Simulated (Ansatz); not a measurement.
SnH(NCO)3 (C3HN3O3Sn), relaxed as a singlet with RKS r2SCAN-D4/def2-SVP in Ansatz, starting from the GFN2-xTB geometry. Force threshold 0.02 eV/Å.

In the def2 sets Sn takes a core potential; there is no spin–orbit coupling.

Start:

```csv
atom,x (Å),y (Å),z (Å)
Sn1,0.939,0.390,-0.086
H2,2.436,1.017,-0.234
N3,0.936,-1.022,1.269
C4,0.527,-1.903,1.963
O5,0.207,-2.758,2.664
N6,0.357,-0.370,-1.795
C7,-0.371,-0.898,-2.581
O8,-1.011,-1.399,-3.395
N9,-0.324,1.788,0.451
C10,-1.366,2.296,0.732
O11,-2.330,2.857,1.013
```

| step | energy (eV) | largest force component (eV/Å) | SCF passes |
| --- | --- | --- | --- |
| 1 | -19555.3972 | 1.802 | 20 |
| 2 | -19555.5960 | 0.327 | 21 |
| 3 | -19555.6036 | 0.067 | 20 |
| 4 | -19555.6179 | 0.079 | 26 |
| 5 (rejected) | -19555.6141 | 0.609 | 26 |
| 6 | -19555.6247 | 0.153 | 19 |
| 7 | -19555.6273 | 0.287 | 19 |
| 8 | -19555.6312 | 0.164 | 20 |
| 9 | -19555.6336 | 0.044 | 20 |
| 10 | -19555.6343 | 0.011 | 20 |
| 11 | -19555.6345 | 0.022 | 20 |
| 12 | -19555.6345 | 0.008 | 23 |

Force components are those of the run's own axes.

End:

```
atom    x (Å)    y (Å)    z (Å)
 Sn1   1.1474   0.4793  -0.1050
  H2   2.6896   1.1265  -0.2650
  N3   1.1214  -0.9724   1.2933
  C4   0.4085  -1.7988   1.8246
  O5  -0.2164  -2.6177   2.3816
  N6   0.5181  -0.3184  -1.8456
  C7  -0.4182  -0.8713  -2.3848
  O8  -1.2785  -1.4072  -2.9716
  N9  -0.1725   1.8988   0.4468
 C10  -1.3440   2.1038   0.6888
 O11  -2.4554   2.3773   0.9368
```

By distances, no bond broke or formed. The bond that changes most is Sn1–N3, from 1.96 to 2.02 Å (atoms count from 1).

The force fell under the threshold at step 10, but the optimiser went on. No frequencies were taken in this run, so the end may be a saddle point.

It took 45 s on 2 threads of AMD EPYC 7R13 on a shared host.
